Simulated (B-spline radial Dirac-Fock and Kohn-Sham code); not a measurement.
**Eu³⁺: eigenvalues, ΔSCF and the reference**

System: europium as Eu³⁺ in the configuration 1s2 2s2 2p6 3s2 3p6 3d10 4s2 4p6 4d10 4f5 5s2 5p6 6s1 (an excited configuration).

The density-functional columns are spherical, spin-unpolarised Dirac-Kohn-Sham results without Breit or QED terms: −ε is minus the orbital energy of the initial state and ΔSCF the difference of two total energies. The reference in the last column comes from Dirac-Fock ΔSCF + Breit + QED. All numbers are from an atomic code on a B-spline grid, in eV; a selection of levels is shown. For the 1s level of heavy atoms much of the gap between ΔSCF and the reference is the Breit and QED part, -204.8 eV here; for other levels the error of the functional can be larger.

```
level   LDA −ε  LDA ΔSCF  Dirac-Fock
    K  48309.3   48759.5     48567.7
   L1   7967.2    8050.4      8110.1
   L2   7564.2    7669.0      7669.7
   L3   6917.1    7011.8      7029.4
   M1   1788.4    1815.3      1860.7
   M2   1613.9    1642.2      1671.5
   M3   1482.0    1508.7      1538.7
   M4   1178.5    1209.4      1215.0
   M5   1149.8    1180.1      1187.0
   N1    389.6     402.5       424.8
   N2    322.0     334.7       349.9
   N3    292.5     304.8       320.4
   N4    180.8     192.7       195.5
   N5    175.4     187.2       190.2
 N6,7    43.60     53.94       50.65
   O2    60.34     67.37       65.84
   O3    55.69     62.44       61.17
   P1    24.95     28.34       26.99
```

Values without a named source are computed, but for edge energies of neutral atoms, which are taken from tables.
